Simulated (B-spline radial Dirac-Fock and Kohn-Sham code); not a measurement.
# Compton profile of Pr⁵²⁺

System: the Pr⁵²⁺ ion in the configuration [He] 2s2 2p3.

The computed values come from a radial finite-basis atomic code: the impulse approximation on Dirac-Fock densities. pz is in atomic units of momentum; subshell profiles are per electron, for a selection of subshells; open shells are spread over both j values by their weights.

```
  pz  J total  J 1s1/2  J 2p1/2  J 2p3/2
   0   0.1886   0.0134   0.0226   0.0239
0.89   0.1879   0.0134   0.0226   0.0239
 1.2   0.1874   0.0134   0.0226   0.0239
 1.7   0.1863   0.0134   0.0226   0.0239
 2.3   0.1844   0.0133   0.0226   0.0239
 3.1   0.1811   0.0133   0.0226   0.0239
 4.2   0.1753   0.0132   0.0225   0.0238
 5.8   0.1644   0.0131   0.0223   0.0236
 7.9   0.1472   0.0128   0.0217   0.0228
  11   0.1198   0.0122   0.0200   0.0207
  15  0.08781   0.0113   0.0164   0.0166
  20  0.05856  0.00992   0.0114   0.0110
  28  0.03249  0.00766  0.00527  0.00470
  38  0.01743  0.00518  0.00181  0.00146
```

J(0) = 0.1886. The 2s1/2 subshell gives the largest part, 48 %.

Mean momentum ⟨p⟩ by subshell (a.u.): 1s1/2 56.5, 2s1/2 21.0, 2p1/2 27.7, 2p3/2 25.9.
